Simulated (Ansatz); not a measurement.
```yaml
crystal:
  periodic: [false, false, false]
  atoms:
    - {symbol: F, position_ang: [-1.754753, 0.869332, -0.737269]}
    - {symbol: Si, position_ang: [-0.138427, 0.947595, -0.112378]}
    - {symbol: C, position_ang: [0.264919, -0.866776, 0.396651]}
    - {symbol: Br, position_ang: [0.652110, -1.763702, -0.946341]}
    - {symbol: H, position_ang: [0.382729, 1.279607, -1.451802]}
    - {symbol: H, position_ang: [-0.496668, 1.900097, 1.246720]}
    - {symbol: H, position_ang: [-0.385693, -1.497711, 0.837914]}
    - {symbol: H, position_ang: [1.450495, -0.713458, 0.833881]}
basis:
  gaussian: {orbitals: cc-pVTZ-DK, final_grid: {core_spheres: 1, valence_spheres: 1, degree: 1}}
magnetization: {spin_polarized: true, initial_magnetization: 0}
hamiltonian: {xc: {name: PBE}}
output: {forces: true}
```

```sh
$ ansatz run in.yaml --threads 4 --pin off --events-out ev --progress --plain --max-ram 10444MiB
```

Output, abridged:

```
Functional definition: PBE
1197 factors; their error is unknown
mean field evaluation 1: about -82610.6650 eV, gradient 4.7e1 eV
mean field evaluation 2: about -82584.3761 eV, gradient 8.8e1 eV
mean field evaluation 4: about -82618.8871 eV, gradient 9.9e0 eV
mean field evaluation 8: about -82577.3430 eV, gradient 2.3e2 eV
mean field evaluation 16: about -82749.1880 eV, gradient 2.2e1 eV
mean field evaluation 32: about -82852.5989 eV, gradient 1.4e1 eV
mean field evaluation 64: about -82720.6627 eV, gradient 1.4e2 eV
mean field evaluation 96: about -82814.7211 eV, gradient 3.9e1 eV
mean field evaluation 128: about -82876.3569 eV, gradient 4.8e0 eV
mean field evaluation 160: about -82863.1010 eV, gradient 5.2e1 eV
mean field evaluation 192: about -82878.7960 eV, gradient 9.6e-6 eV
a density is far from that of the atoms, so the factors are made again for it
1668 factors; integrals over basis functions are off by at most 2.0e-4 eV
mean field -82876.48567392 eV, -3045.6546728168 hartree, gradient 6.6e-6 eV, S^2 4.013887; 19 other end points of the search recorded, 0 dependent functions left out
reference -82876.48581850 eV, -3045.6546781300 hartree; 34, 34 occupied and 159, 159 virtual orbitals, 1668 factors
Total energy: -82876.48581850 eV, -3045.6546781300 hartree
Relativity: scalar
Atom 0 at    -1.754753     0.869332    -0.737269 Å, force     1.265241    -6.758274   -13.410388 eV/Å
Atom 1 at    -0.138427     0.947595    -0.112378 Å, force   -31.023926   -62.035643  -129.194182 eV/Å
Atom 2 at     0.264919    -0.866776     0.396651 Å, force   -13.409047    36.756340    45.402227 eV/Å
Atom 3 at     0.652110    -1.763702    -0.946341 Å, force     2.909871   267.365748   273.387339 eV/Å
Atom 4 at     0.382729     1.279607    -1.451802 Å, force    -6.240857    16.655166    60.003739 eV/Å
Atom 5 at    -0.496668     1.900097     1.246720 Å, force     4.046292     4.181856   -30.569908 eV/Å
Atom 6 at    -0.385693    -1.497711     0.837914 Å, force    16.347657   -53.109564   -39.446298 eV/Å
Atom 7 at     1.450495    -0.713458     0.833881 Å, force    26.104768  -203.055630  -166.172528 eV/Å
Dipole moment:    -0.961892     1.211166    -0.055914 e Å
```

**Question.** Something in this input is off. What?

**Answer.** The integration grid is far too coarse. The run converged. The result belongs to that input, not to the molecule as meant.
